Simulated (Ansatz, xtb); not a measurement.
Isomers of C5H7F3O in order of energy

3 gas-phase structures of C5H7F3O, from a drawn sample of its isomers (lower ones may exist). Each was relaxed with GFN2-xTB; where two conformers were screened, the lower at r2SCAN-D4/def2-SVP is listed:

A. `CC/C(F)=C(/O)C(F)F`, a singlet
B. `CC[C@@H](F)C(=O)C(F)F`, a singlet
C. `CC/C(F)=C(\O)C(F)F`, a singlet

Task: Make a reasoned guess at their ranking by r2SCAN-D4/def2-SVP single-point energy.

Result: Calculated order at r2SCAN-D4/def2-SVP: B (0.0), C (5.8), A (8.5) kcal/mol.

Energies above the lowest of each column, in kcal/mol; the last columns are at B3LYP-D3(BJ)/def2-SVP geometries:

| structure | GFN2-xTB | HF/STO-3G | r2SCAN-D4/def2-SVP | B3LYP-D3(BJ)/def2-SVP | CCSD(T)/def2-SVP + ΔMP2/def2-TZVPP |
| --- | --- | --- | --- | --- | --- |
| B | 2.3 | 0.0 | 0.0 | 0.0 | 0.0 |
| C | 0.0 | 10.6 | 5.8 | 6.2 | 6.0 |
| A | 2.8 | 12.2 | 8.5 | 5.8 | 6.0 |

CCSD(T)/def2-SVP + ΔMP2/def2-TZVPP puts B lowest; GFN2-xTB picks C. Flexible structures stand in one conformer each, not always the lowest. ΔMP2 is the change of the MP2 energy from the smaller to the larger basis.

Programs: Ansatz 0.2.0, xtb 6.7.1.
